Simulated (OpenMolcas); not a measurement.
Cr4+ (d2) among equal point charges was computed by CASSCF with the d shell active (OpenMolcas, ANO-RCC-VDZP on the metal). Its lowest spin-free states, and all those of the highest spin:

| 2S+1 | Degeneracy | E (cm-1) |
| --- | --- | --- |
| 3 | 3 | 0.0 |
| 3 | 3 | 586.5 |
| 3 | 1 | 1316 |
| 1 | 3 | 16234 |
| 1 | 2 | 16624 |
| 3 | 3 | 19577 |
| 1 | 3 | 24959 |
| 1 | 2 | 25357 |
| 1 | 3 | 25399 |
| 1 | 1 | 25542 |
| 1 | 1 | 61562 |

Is the site octahedral, tetrahedral or cube-like, axial, or of lower symmetry?

The states with 2S+1 = 3 have orbital degeneracies 3, 3, 1, 3. Threefold states need a cubic site. For d2 at this spin an octahedron puts the threefold T1 below the threefold T2 and a tetrahedron or cube puts the single A2 below the threefold T2, so the site is octahedral. The run had Cr4+ among 6 point charges of -1 e arranged as an octahedron (Oh), 2.35 Å from the ion.

An orbital triplet at a regular site is open to Jahn-Teller coupling, which can distort the site and quench the lowest spin-orbit gaps and is left out. Without dynamic correlation the repulsion within the d shell is too large (B by tens of per cent), so at a given field states of lower spin stand too high. This field is weak: 10Dq is about 735 cm-1, while octahedral complexes of 3d ions of charge 3 and more, computed by the same method with explicit ligands, had a median near 15000 cm-1. Ground spin and moment need not be those of a real site. The ground term spreads over less than 5000 cm-1, several times less than with real ligands, so orbital moments are less quenched and χT lies further from the spin-only value than at real sites. This is an electrostatic model: the charges have no orbitals. No measured value stands beside these numbers.
